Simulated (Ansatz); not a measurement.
Computed with Ansatz on PBE0-D4/def2-TZVP structures; ΔE is electronic, products minus reactants. CCSD(T)/CBS is the MP2 limit (def2-TZVPP, def2-QZVPP) plus CCSD(T) − MP2 in def2-TZVPP, frozen cores. This one scheme is used for every species. Functionals use def2-TZVPP. B3LYP here is the variant with VWN-RPA as its local correlation; programs differ in this. def2 core potentials past Kr. For Sn outer-core shells are correlated without core-valence functions, which leaves a few kJ/mol of doubt a bond. One conformer a species, not always the lowest.

Reaction (ligand exchange at the Si–C bond): `[SiH3]/C=C/[SiH3]` + `[NH2][SnH2][OH]` → `[OH][SnH2][NH][SiH3]` + `C=C[SiH3]`

**Question.** Is it downhill or uphill in electronic energy at CCSD(T)/CBS, and by how much? (An estimate is asked.)

**Answer.** The calculation gave: Downhill: ΔE = -66.7 kJ/mol.

**Question.** What do these levels give: PBE-D4, r2SCAN-D4, PBE0-D4, B3LYP-D4, ωB97M-V, r2SCAN, HF/def2-TZVPP, SCS-MP2/def2-TZVPP, CCSD/def2-TZVPP, MP2/def2-QZVPP, HF/CBS(def2), CCSD/CBS(def2)? (Estimate.)

**Answer.** The calculation gave: PBE-D4 -54.7, r2SCAN-D4 -62.1, PBE0-D4 -59.5, B3LYP-D4 -64.2, ωB97M-V -65.6, r2SCAN -62.0, HF/def2-TZVPP -75.1, SCS-MP2/def2-TZVPP -69.9, CCSD/def2-TZVPP -68.3, MP2/def2-QZVPP -68.9, HF/CBS(def2) -76.0, CCSD/CBS(def2) -68.2 kJ/mol.

Largest T1 diagnostic among the species: 0.013.

From PBE to PBE0 (25 % exact exchange), in def2-TZVPP and without D4, ΔE moves by −4.9 kJ/mol. In def2-TZVPP, CCSD(T) changes the Hartree–Fock value by +8.2 kJ/mol (the triples alone add +1.5 kJ/mol) and MP2 by +6.4 kJ/mol.
